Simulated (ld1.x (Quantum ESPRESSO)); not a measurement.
**erbium (Er) TM: all-electron and pseudo phase curves**

* Element: erbium
* Generator: ld1.x (Quantum ESPRESSO) 7.5
* Type: norm-conserving Troullier–Martins (Kleinman–Bylander form)
* Functional: PBEsol
* Relativity: scalar-relativistic
* Frozen core: [Kr] 4d10
* Valence charge: 22
* Reference configuration: 4f12 5s2 5p6 5d0.5 6s1.5 6p0
* Partial waves: 5s (bound): rc 1.90 bohr; 5p (bound): rc 1.60 bohr; 5d (bound): rc 2.20 bohr; 4f (bound): rc 1.20 bohr
* Local potential: all-electron potential smoothed inside 1.65 bohr (lloc = -2)
* Core correction: none

Occupied shells without a wave of their own: 6s. They enter only through the test configuration that unscreens the potential.

The phase is arctan(r·u′/u) with u = r·R(r), unwrapped; energies in Ry, scanned from -6 to 5 Ry. A pole is an energy at which the radial function vanishes at the test radius. The pseudo phase is shifted by a multiple of π to meet the all-electron one at the reference energy, and phase errors are pseudo minus all-electron; the curves can meet again beyond the range given. Levels narrower than the energy grid can be missing from the lists of poles.

Task: For each channel, where are the poles, and over which energies does the pseudopotential scatter like the atom?

Result:

| channel | radius (bohr) | reference energy (Ry) | poles, all-electron | poles, pseudo | unbroken range about the reference energy with phases within 0.05 rad | phase error 1 Ry above the reference energy (rad) |
| --- | --- | --- | --- | --- | --- | --- |
| s | 2.40 | -3.79 | -3.60 | -3.60 | below 0.3 | +0.001 |
| p | 2.40 | -1.92 | -1.45 | -1.44 | below 1.6 | +0.002 |
| d | 2.40 | -0.06 | 1.62 | 1.60 | below 4.2 | -0.001 |
| f | 2.40 | -0.21 | -0.14 | -0.14 | below 1.6 | +0.011 |

Phases in the s channel:

| E (Ry) | all-electron | pseudo |
| --- | --- | --- |
| -6.00 | 1.363 | 1.363 |
| -5.74 | 1.354 | 1.354 |
| -5.48 | 1.342 | 1.343 |
| -5.22 | 1.328 | 1.328 |
| -4.96 | 1.308 | 1.308 |
| -4.70 | 1.277 | 1.277 |
| -4.44 | 1.219 | 1.220 |
| -4.18 | 1.054 | 1.056 |
| -3.92 | -0.492 | -0.490 |
| -3.66 | -1.526 | -1.526 |
| -3.40 | -1.659 | -1.659 |
| -3.14 | -1.714 | -1.713 |
| -2.88 | -1.748 | -1.746 |
| -2.62 | -1.774 | -1.772 |
| -2.36 | -1.797 | -1.795 |
| -2.10 | -1.820 | -1.817 |
| -1.84 | -1.843 | -1.840 |
| -1.58 | -1.869 | -1.865 |
| -1.32 | -1.899 | -1.894 |
| -1.06 | -1.934 | -1.928 |
| -0.80 | -1.978 | -1.968 |
| -0.54 | -2.033 | -2.020 |
| -0.28 | -2.107 | -2.087 |
| -0.02 | -2.209 | -2.180 |
| 0.24 | -2.358 | -2.312 |
| 0.50 | -2.584 | -2.509 |
| 0.76 | -2.921 | -2.805 |
| 1.02 | -3.345 | -3.202 |
| 1.28 | -3.735 | -3.610 |
| 1.54 | -4.013 | -3.924 |
| 1.80 | -4.197 | -4.134 |
| 2.06 | -4.319 | -4.274 |
| 2.32 | -4.405 | -4.372 |
| 2.58 | -4.468 | -4.442 |
| 2.84 | -4.516 | -4.495 |
| 3.10 | -4.554 | -4.537 |
| 3.36 | -4.585 | -4.571 |
| 3.62 | -4.611 | -4.599 |
| 3.88 | -4.633 | -4.623 |
| 4.14 | -4.653 | -4.644 |
| 4.40 | -4.670 | -4.663 |
| 4.66 | -4.686 | -4.680 |
| 4.92 | -4.700 | -4.695 |
